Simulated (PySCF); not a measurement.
# Ge: excitation energy

Ge [Ar] 3d10 4s2 4p2 (3P) → Ge [Ar] 3d10 4s1 4p2 4d1 (high-spin determinant), as a difference of total energies. All numbers are calculated (PySCF 2.14, scalar relativity through the core potential, in aug-cc-pVTZ-PP with ECP10MDF (6s5p4d2f, 55 functions)). Correlated levels: valence: 3s2 3p6 3d10 frozen. The calculations carry no spin-orbit coupling.

```json
{"method": "UHF", "excitation energy (eV)": "11.128"}
{"method": "LDA", "excitation energy (eV)": "13.157"}
{"method": "PBE", "excitation energy (eV)": "12.773"}
{"method": "PBE0", "excitation energy (eV)": "12.593"}
{"method": "r2SCAN", "excitation energy (eV)": "12.618"}
{"method": "MN15", "excitation energy (eV)": "13.112"}
{"method": "B2PLYP", "excitation energy (eV)": "12.802"}
{"method": "PBEsol", "excitation energy (eV)": "12.737"}
{"method": "MP2 (valence)", "excitation energy (eV)": "12.088"}
{"method": "SCS-MP2 (valence)", "excitation energy (eV)": "12.435"}
```

How much does correlation contribute at MP2 (valence)?

12.088 − (11.128) = 0.960 eV, measured against UHF.

The upper state lies above the first ionisation limit, but in LS coupling its spin forbids autoionisation to the ground ion.

The promoted electron is Rydberg-like, and one or two diffuse shells describe it only roughly, which tends to raise the upper state.

The determinant of the upper state mixes LS terms, which raises its energy above the lowest term, most at the Hartree-Fock and MP2 levels.
